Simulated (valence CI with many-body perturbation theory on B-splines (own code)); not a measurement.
## E1 line list for Os⁵⁺

Level of theory: valence CI with perturbative core correlation (CI+MBPT): three valence electrons over a frozen Dirac-Fock core [Xe] 4f14, radial functions for each j: 7 s, 7 p, 8 d, 6 f, 4 g, 1 h, with the one-electron correlation potential Σ1 (screened to all orders), the two-electron term Σ2, the three-electron term Σ3, Breit, model QED; selected single and double excitations, second order for the rest, scaled by the run's own slope (own B-spline code, finite nucleus).

Set against measurement, 69 paired levels are off by 1368 cm⁻¹ on average, the worst by 3021. These come from a selection out of Brasseur, Palmeri and Quinet, Atoms 13, 11 (2025). Levels without a partner in it may be off by more, other configurations by 1,000 to 8,000 cm⁻¹. The list stops below the first excitations out of the core.

Lines 151 to 200 of 568 in falling wavelength, among levels below 277790 cm⁻¹, chosen from the strongest by gf and those to the six lowest levels. Wavelengths and rates use the calculated energies, so an error of 1000 cm⁻¹ moves a line at 107.0 nm by 1.1 % and its rate by three times that or more. Electric multipoles are in the length gauge, E1 and E2 with the static RPA response of the core. Weak lines are less certain than strong ones. Lines between different terms over intervals too small for the method are left out, as are lines whose strength nearly cancels. Where a level lies close to another of its J and parity, the split of strength between their lines is uncertain. The highest levels of a list are the least certain.

Names give the largest LS component (configuration and term), which can be under half, so a name can repeat, a term be missing and a line seem to break the LS rules; names also repeat where a configuration has a term twice. Letters in brackets count levels of one name in rising energy.

```tsv
λ vac (nm)	λ from measured levels	Upper	Lower	A (s⁻¹)	S (a.u.)
107.1		5d²6p ²P°_3/2 [b]	5d²6s ²P_3/2	1.70e+09	4.12e+00
107.0	107.5	5d²6p ⁴D°_3/2 [a]	5d²6s ⁴F_3/2	5.72e+07	1.38e-01
107.0	106.9	5d²6p ⁴P°_1/2	5d²6s ⁴P_3/2	1.17e+09	1.41e+00
106.6		5d²6p ²F°_7/2 [b]	5d²6s ²D_5/2	1.38e+09	6.61e+00
106.5	106.9	5d²6p ²D°_5/2 [a]	5d²6s ⁴F_3/2	4.43e+08	1.59e+00
106.5	106.7	5d²6p ⁴G°_9/2 [b]	5d²6s ⁴F_7/2	1.33e+09	7.91e+00
106.5	106.3	5d²6p ²P°_3/2 [a]	5d²6s ²D_3/2	1.14e+09	2.71e+00
105.8	106.2	5d²6p ²S°_1/2	5d²6s ⁴F_3/2	1.72e+08	2.01e-01
105.8		5d²6p ²F°_5/2 [d]	5d²6s ²P_3/2	3.25e+08	1.14e+00
105.7	105.8	5d²6p ²G°_7/2 [b]	5d²6s ⁴F_7/2	3.71e+08	1.73e+00
105.6	105.6	5d²6p ⁴D°_7/2 [b]	5d²6s ⁴F_9/2	3.32e+08	1.54e+00
105.5		5d²6p ²P°_3/2 [c]	5d²6s ²S_1/2	1.98e+09	4.58e+00
105.5		5d²6p ²P°_1/2 [b]	5d²6s ²P_1/2	7.01e+08	8.13e-01
105.5		5d²6p ²F°_7/2 [b]	5d²6s ²G_9/2	1.74e+08	8.05e-01
105.2	105.1	5d²6p ²D°_5/2 [b]	5d²6s ⁴P_5/2	4.33e+08	1.49e+00
105.2	105.5	5d²6p ⁴D°_3/2 [b]	5d²6s ⁴F_5/2	3.84e+07	8.84e-02
105.2	105.3	5d²6p ⁴G°_11/2	5d²6s ⁴F_9/2	2.16e+09	1.49e+01
105.2	105.1	5d²6p ⁴D°_5/2	5d²6s ⁴F_5/2	7.01e+08	2.41e+00
104.9		5d²6p ²F°_5/2 [c]	5d²6s ²G_7/2	3.40e+08	1.16e+00
104.7		5d²6p ²H°_11/2	5d²6s ²G_9/2	2.10e+09	1.43e+01
104.7		5d²6p ²F°_7/2 [c]	5d²6s ²G_7/2	6.30e+08	2.86e+00
104.6	104.3	5d²6p ²D°_5/2 [b]	5d²6s ⁴P_3/2	8.98e+07	3.04e-01
104.1	104.0	5d²6p ²G°_7/2 [a]	5d²6s ⁴F_5/2	1.40e+09	6.24e+00
104.1	104.0	5d²6p ²D°_3/2 [b]	5d²6s ²D_3/2	2.06e+08	4.60e-01
103.8		5d²6p ²F°_5/2 [c]	5d²6s ²D_5/2	7.16e+08	2.37e+00
103.7	103.8	5d²6p ²D°_3/2 [a]	5d²6s ⁴F_3/2	1.54e+09	3.39e+00
103.7	104.0	5d²6p ²F°_5/2 [a]	5d²6s ⁴F_7/2	2.33e+08	7.68e-01
103.7	103.5	5d²6p ²P°_1/2 [a]	5d²6s ²D_3/2	8.16e+08	8.97e-01
103.6		5d²6p ²F°_7/2 [c]	5d²6s ²D_5/2	6.38e+08	2.80e+00
102.8	102.6	5d²6p ²D°_5/2 [c]	5d²6s ²D_3/2	6.74e+08	2.17e+00
102.8	102.8	5d²6p ⁴P°_3/2	5d²6s ⁴P_1/2	1.37e+09	2.93e+00
102.7	102.9	5d²6p ²D°_5/2 [c]	5d²6s ²F_7/2	6.21e+08	1.99e+00
102.6	102.9	5d²6p ⁴P°_5/2	5d²6s ⁴P_5/2	3.77e+08	1.21e+00
102.6	102.6	5d²6p ⁴D°_7/2 [c]	5d²6s ⁴P_5/2	1.05e+09	4.47e+00
102.5	102.3	5d²6p ⁴P°_1/2	5d²6s ⁴P_1/2	1.24e+08	1.32e-01
102.5		5d²6p ²F°_7/2 [c]	5d²6s ²G_9/2	8.11e+08	3.44e+00
102.2	102.4	5d²6p ²F°_7/2 [a]	5d²6s ⁴F_7/2	3.60e+08	1.52e+00
102.1	102.6	5d²6p ⁴P°_3/2	5d²6s ²F_5/2	9.72e+07	2.04e-01
102.0	102.1	5d²6p ⁴P°_5/2	5d²6s ⁴P_3/2	1.51e+09	4.75e+00
101.9	102.0	5d²6p ⁴F°_9/2	5d²6s ⁴F_7/2	5.76e+08	3.01e+00
101.9	101.8	5d²6p ⁴D°_5/2	5d²6s ⁴F_3/2	5.64e+08	1.76e+00
101.8	101.9	5d²6p ²P°_3/2 [a]	5d²6s ⁴P_5/2	2.10e+08	4.38e-01
101.8	101.7	5d²6p ²G°_9/2 [b]	5d²6s ²F_7/2	7.19e+07	3.74e-01
101.4		5d²6p ²P°_1/2 [c]	5d²6s ²P_3/2	5.17e+08	5.32e-01
101.2	101.2	5d²6p ²P°_3/2 [a]	5d²6s ⁴P_3/2	2.46e+08	5.03e-01
101.1	101.2	5d²6p ²F°_5/2 [b]	5d²6s ⁴F_7/2	1.82e+08	5.56e-01
99.95		5d²6p ²G°_9/2 [a]	5d²6s ⁴F_9/2	8.35e+08	4.12e+00
99.65	99.71	5d²6p ²D°_3/2 [b]	5d²6s ⁴P_5/2	1.33e+08	2.61e-01
99.63		5d²6p ²P°_3/2 [b]	5d²6s ²D_5/2	1.86e+08	3.62e-01
99.63	99.75	5d²6p ²D°_5/2 [b]	5d²6s ²F_5/2	3.73e+07	1.09e-01
```
